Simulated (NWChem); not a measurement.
System: C$_{2}$H$_{8}$Si; SMILES CC[SiH3]

Input file for NWChem:

```
start job
memory heap 200 mb stack 900 mb global 1100 mb
geometry units angstroms noautosym nocenter noautoz
  Si     0.093126    -1.146728     0.002072
  C     -0.654602     0.586632     0.002441
  C      0.371118     1.717347    -0.005252
  H     -0.982643    -2.186821     0.011797
  H      0.942120    -1.355114    -1.213794
  H      0.957131    -1.348046     1.208549
  H     -1.311851     0.665127     0.886018
  H     -1.322336     0.662319    -0.873474
  H      1.017630     1.673781    -0.896285
  H      1.030004     1.674349     0.876769
  H     -0.114131     2.706287    -0.002123
end
basis spherical
  * library def2-svpd
end
dft
  xc xpbe96 cpbe96
  iterations 150
end
property
  response 1 0.0
end
task dft property
```

NWChem printed, in part:

```
             Northwest Computational Chemistry Package (NWChem) 7.3.0
             --------------------------------------------------------

                             Geometry "geometry" -> ""
                             -------------------------

 Output coordinates in angstroms (scale by  1.889725989 to convert to a.u.)

  No.       Tag          Charge          X              Y              Z
 ---- ---------------- ---------- -------------- -------------- --------------
    1 Si                  14.0000     0.09312600    -1.14672800     0.00207200
    2 C                    6.0000    -0.65460200     0.58663200     0.00244100
    3 C                    6.0000     0.37111800     1.71734700    -0.00525200
    4 H                    1.0000    -0.98264300    -2.18682100     0.01179700
    5 H                    1.0000     0.94212000    -1.35511400    -1.21379400
    6 H                    1.0000     0.95713100    -1.34804600     1.20854900
    7 H                    1.0000    -1.31185100     0.66512700     0.88601800
    8 H                    1.0000    -1.32233600     0.66231900    -0.87347400
    9 H                    1.0000     1.01763000     1.67378100    -0.89628500
   10 H                    1.0000     1.03000400     1.67434900     0.87676900
   11 H                    1.0000    -0.11413100     2.70628700    -0.00212300

 Effective nuclear repulsion energy (a.u.)     112.0262827299

  pbe96 is a nonlocal functional; adding pw91lda local functional.
                              NWChem Property Module
                              ----------------------

                                 NWChem DFT Module
                                 -----------------

 Summary of "ao basis" -> "ao basis" (spherical)
 ------------------------------------------------------------------------------
       Tag                 Description            Shells   Functions and Types
 ---------------- ------------------------------  ------  ---------------------
 Si                        def2-svpd                10       24   5s3p2d
 C                         def2-svpd                 8       20   4s2p2d
 H                         def2-svpd                 4        8   2s2p

            General Information
            -------------------
          SCF calculation type: DFT
          Wavefunction type:  closed shell.
          No. of atoms     :    11
          No. of electrons :    34
           Alpha electrons :    17
            Beta electrons :    17
          Charge           :     0
          Spin multiplicity:     1
          Use of symmetry is: off; symmetry adaption is: off
          Maximum number of iterations: 150
          AO basis - number of functions:   128
                     number of shells:    58
          Convergence on energy requested:  1.00D-06
          Convergence on density requested:  1.00D-05
          Convergence on gradient requested:  5.00D-04

              XC Information
              --------------
          PerdewBurkeErnzerhof Exchange Functional  1.000
            Perdew 1991 LDA Correlation Functional  1.000 local
           PerdewBurkeErnz. Correlation Functional  1.000 non-local

             Grid Information
             ----------------
          Grid used for XC integration:  medium
          Radial quadrature: Mura-Knowles
          Angular quadrature: Lebedev.
          Tag              B.-S. Rad. Rad. Pts. Rad. Cut. Ang. Pts.
          ---              ---------- --------- --------- ---------
          Si                  1.10       88          11.0       590
          C                   0.70       49          11.0       434
          H                   0.35       45          12.0       434
          Grid pruning is: on
          Number of quadrature shells:   546
          Spatial weights used:  Erf1

      Superposition of Atomic Density Guess
      -------------------------------------

 Sum of atomic energies:        -367.98321639

      Non-variational initial energy
      ------------------------------

 Total energy =    -369.737242
 1-e energy   =    -727.101327
 2-e energy   =     245.337802
 HOMO         =      -0.354418
 LUMO         =       0.048760

   convergence    iter        energy       DeltaE   RMS-Dens  Diis-err
 ---------------- ----- ----------------- --------- --------- ---------
 d= 0,ls=0.0,diis     1   -370.0650411346 -4.82D+02  8.35D-03  2.52D-01
 d= 0,ls=0.0,diis     2   -370.0851285322 -2.01D-02  2.70D-03  2.82D-02
 d= 0,ls=0.0,diis     3   -370.0848559689  2.73D-04  1.23D-03  3.43D-02
 d= 0,ls=0.0,diis     4   -370.0896513009 -4.80D-03  2.71D-04  6.94D-04
 d= 0,ls=0.0,diis     5   -370.0897660800 -1.15D-04  5.53D-05  2.33D-05
  Resetting Diis
 d= 0,ls=0.0,diis     6   -370.0897693135 -3.23D-06  1.17D-05  1.70D-06
 d= 0,ls=0.0,diis     7   -370.0897695363 -2.23D-07  5.76D-06  1.49D-07

         Total DFT energy =     -370.089769536337
      One electron energy =     -730.526135982987
           Coulomb energy =      282.805081565509
    Exchange-Corr. energy =      -34.394997848790
 Nuclear repulsion energy =      112.026282729931

 Numeric. integr. density =       33.999977998016

                       DFT Final Molecular Orbital Analysis
                       ------------------------------------

 Vector   15  Occ=2.000000D+00  E=-2.937017D-01
              MO Center= -2.1D-01, -1.4D+00,  7.1D-03, r^2= 2.9D+00
   Bfn.  Coefficient  Atom+Function         Bfn.  Coefficient  Atom+Function
  ----- ------------  ---------------      ----- ------------  ---------------
    65      0.368155   4 H  s                12     -0.301975   1 Si px
     9     -0.247962   1 Si px               81     -0.184220   6 H  s
    73     -0.182475   5 H  s                 6      0.143287   1 Si px
    13     -0.140875   1 Si py               29      0.130861   2 C  px
    50     -0.119772   3 C  py               10     -0.106532   1 Si py

 Vector   16  Occ=2.000000D+00  E=-2.899000D-01
              MO Center=  3.9D-01, -7.6D-01, -2.0D-03, r^2= 3.4D+00
   Bfn.  Coefficient  Atom+Function         Bfn.  Coefficient  Atom+Function
  ----- ------------  ---------------      ----- ------------  ---------------
    14      0.311861   1 Si pz               73     -0.295627   5 H  s
    81      0.294966   6 H  s                11      0.242166   1 Si pz
    31     -0.200489   2 C  pz               89     -0.169394   7 H  s
    97      0.169317   8 H  s                 8     -0.139586   1 Si pz
    51      0.096759   3 C  pz              105     -0.094398   9 H  s

 Vector   17  Occ=2.000000D+00  E=-2.664674D-01
              MO Center= -2.2D-01,  3.2D-01,  8.4D-04, r^2= 3.2D+00
   Bfn.  Coefficient  Atom+Function         Bfn.  Coefficient  Atom+Function
  ----- ------------  ---------------      ----- ------------  ---------------
    30      0.333889   2 C  py               10     -0.252339   1 Si py
   121     -0.227505  11 H  s                13     -0.224185   1 Si py
    29     -0.211344   2 C  px               50     -0.184102   3 C  py
    28      0.145739   2 C  s               122     -0.145446  11 H  s
     7      0.139392   1 Si py               33      0.133734   2 C  py

 Vector   18  Occ=0.000000D+00  E=-9.262030D-03
              MO Center= -2.0D-01,  4.2D-02,  1.2D-03, r^2= 8.2D+00
   Bfn.  Coefficient  Atom+Function         Bfn.  Coefficient  Atom+Function
  ----- ------------  ---------------      ----- ------------  ---------------
     4      2.396738   1 Si s                28     -1.581160   2 C  s
     5     -1.184920   1 Si s                47     -1.026983   3 C  s
    48     -0.992740   3 C  s               122      0.951297  11 H  s
    27     -0.678206   2 C  s                90      0.651688   7 H  s
    98      0.652775   8 H  s               106      0.556971   9 H  s

 Vector   19  Occ=0.000000D+00  E= 1.702936D-02
              MO Center=  3.4D-01, -8.3D-01, -7.4D-04, r^2= 8.5D+00
   Bfn.  Coefficient  Atom+Function         Bfn.  Coefficient  Atom+Function
  ----- ------------  ---------------      ----- ------------  ---------------
     4      3.412401   1 Si s                 5     -2.808369   1 Si s
    48      1.640785   3 C  s                47      0.877191   3 C  s
   106     -0.677969   9 H  s               114     -0.677096  10 H  s
   122     -0.584845  11 H  s                66     -0.440009   4 H  s
    74     -0.438391   5 H  s                82     -0.438331   6 H  s

 Vector   20  Occ=0.000000D+00  E= 1.809073D-02
              MO Center=  4.9D-01, -1.1D+00, -7.9D-04, r^2= 9.1D+00
   Bfn.  Coefficient  Atom+Function         Bfn.  Coefficient  Atom+Function
  ----- ------------  ---------------      ----- ------------  ---------------
     4      3.049047   1 Si s                 5     -2.764903   1 Si s
    28      2.708023   2 C  s                48     -1.991518   3 C  s
    47     -0.873229   3 C  s               122      0.829215  11 H  s
    90     -0.642671   7 H  s                98     -0.642693   8 H  s
   106      0.483838   9 H  s               114      0.483381  10 H  s

     Multipole analysis of the density
     ---------------------------------

     L   x y z        total         alpha         beta         nuclear
     -   - - -        -----         -----         ----         -------
     0   0 0 0      0.000000    -17.000000    -17.000000     34.000000

[...]

 DFT Linear Response polarizability / au
 Frequency  =       0.0000000 / au
              X              Y              Z
 -----------------------------------------------
 X      54.5479229      0.1889442     -0.0151500
 Y       0.1888186     65.8082838     -0.0272454
 Z      -0.0151493     -0.0272470     51.9530146
 -----------------------------------------------
 Eigenvalues =      54.5448367     65.8115078     51.9528768
 Isotropic   =      57.4364071
 Anisotropic =      12.7616180
 -----------------------------------------------

 Magnetic Dipole Response Matrix (nonzero elements):

 Exiting AOResponse driver routine
```

Level: PBE/def2-SVPD. Structure relaxed at the PBE0/def2-SVP level.
